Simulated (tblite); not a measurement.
Compound: C₆H₉BrF₂Si.
SMILES with atom numbers: `[CH3:1][C:2]#[C:3][Si@@H:4]([CH3:5])[C@:6]([F:7])([Br:8])[CH2:9][F:10]` (hydrogens: H11, H12, H13 on C1; H14 on Si4; H15, H16, H17 on C5; H18, H19 on C9)

Geometry (GFN2-xTB, Å), atoms numbered from 1 in this order:
```
atom  x, y, z in Å
C1     3.5584   -0.3196    0.3713
C2     2.1510   -0.0703    0.5594
C3     0.9728    0.1386    0.7159
Si4   -0.8305    0.4050    0.9722
C5    -1.4720    2.0893    0.4035
C6    -1.6292   -0.9799   -0.1483
F7    -2.9949   -0.8846   -0.1152
Br8   -1.1909   -2.7487    0.6157
C9    -1.1614   -1.0263   -1.5880
F10   -1.1801    0.2320   -2.1342
H11    4.0562    0.5871    0.0287
H12    3.7015   -1.1061   -0.3691
H13    4.0040   -0.6366    1.3137
H14   -1.2443    0.0488    2.3324
H15   -1.0975    2.8704    1.0574
H16   -1.1548    2.3177   -0.6098
H17   -2.5583    2.1249    0.4260
H18   -1.8132   -1.6555   -2.2044
H19   -0.1266   -1.3772   -1.6348
```

Level: GFN2-xTB in tblite, geometry and Hessian alike; calculated harmonic values, unscaled, isolated species. Against measured fundamentals such values can be off by several per cent, at times by over 20. Modes of hydrogen on silicon can be 10 to 20 % off. One conformer, not necessarily the lowest. The optimisation stopped once no atom felt more than 0.01 eV/Å.

Lowest wavenumbers of the output (negative numbers stand for imaginary wavenumbers):
```
mode    cm-1
  1     -21.3
  2      20.8
  3      44.6
  4      89.7
  5      93.0
  6     108.7
  7     128.0
  8     139.9
  9     162.8
 10     210.5
```

Question: Is this structure a minimum?

Answer: Not by this Hessian. 1 mode is imaginary beyond 20i (21i cm⁻¹), so at this level the point lies at or near a first-order saddle. The curvature is small, so loose convergence or finite differences may be the whole cause.

Question: Which atoms move in the imaginary mode?

Answer: 21i: H12 (methyl hydrogen) 34 %, H11 (methyl hydrogen) 33 %, H13 (methyl hydrogen) 32 %. These are shares of the mass-weighted motion.

Question: What is the remedy?

Answer: Step along that mode in both directions, optimise again with tighter thresholds and repeat the frequencies. The zero-point energy of this point (81.6 kcal/mol) counts the 50 real modes alone, and thermal corrections from it aren't those of a minimum.

Time: 1.1 s of wall time. Hardware: one thread, Arm Neoverse V1 (aarch64), no GPU, shared host. The figure is for the frequency step alone.
